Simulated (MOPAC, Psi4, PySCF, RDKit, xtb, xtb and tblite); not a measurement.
Two geometries of C2H8OSSi, SMILES CS[SiH2]CO, relaxed at GFN2-xTB with one dihedral held; other torsions can differ between them too.

Structure A

```
13

C      0.9084    -5.0442     0.8969
S      0.8645    -3.2379     0.6482
Si    -0.9398    -3.0006    -0.5106
C     -2.1512    -1.8821     0.4416
O     -3.2559    -1.7043    -0.4302
H      0.0170    -5.3656     1.4243
H      0.9882    -5.5417    -0.0637
H      1.7890    -5.2494     1.4958
H     -0.5768    -2.4040    -1.7896
H     -1.5089    -4.3358    -0.6683
H     -2.4758    -2.3357     1.3870
H     -1.6930    -0.9160     0.6875
H     -3.9034    -1.1258    -0.0127
```

Structure B

```
13

C      0.8992    -5.0469     0.8938
S      0.8871    -3.2429     0.6203
Si    -0.9338    -2.9993    -0.5084
C     -2.4110    -2.6993     0.6614
O     -3.5344    -2.5333    -0.1891
H      0.0321    -5.3389     1.4771
H      0.9091    -5.5589    -0.0627
H      1.8068    -5.2697     1.4440
H     -0.7005    -1.8313    -1.3426
H     -1.1367    -4.2298    -1.2669
H     -2.5760    -3.5372     1.3527
H     -2.2540    -1.8026     1.2745
H     -4.3140    -2.3409     0.3433
```

Which is lower in energy at the level DF-MP2 (frozen core)/cc-pVTZ // GFN2-xTB run with Psi4, and by how much?

B is lower, by 0.79 kcal/mol (dihedral C1–S2–Si3–C4: 120° in A, 90° in B).

E(B) − E(A) in kcal/mol at the other levels, on the same two geometries: GFN2-xTB (xtb and tblite) 0.07; MMFF94 // GFN2-xTB (RDKit) -0.04; PBE/def2-TZVP // GFN2-xTB (Psi4) -0.77; PBE-D3(BJ)/def2-TZVP // GFN2-xTB (Psi4) -0.83; M06-2X/def2-TZVP // GFN2-xTB (Psi4) -0.77; HF/cc-pVTZ // GFN2-xTB (Psi4) -0.67; UFF // GFN2-xTB (RDKit) -0.48; PM6, restricted, heats of formation // GFN2-xTB (MOPAC) -0.70; PM7, restricted, heats of formation // GFN2-xTB (MOPAC) -0.44; GFN1-xTB // GFN2-xTB (xtb) -0.07; restricted B3LYP/6-31G*, spherical d, density fitting // GFN2-xTB (PySCF) -0.74; restricted BP86/6-31G*, spherical d, density fitting // GFN2-xTB (PySCF) -0.76; restricted B3LYP/6-311+G**, spherical d, density fitting // GFN2-xTB (PySCF) -0.75; restricted Hartree-Fock/3-21G // GFN2-xTB (PySCF) -0.68.
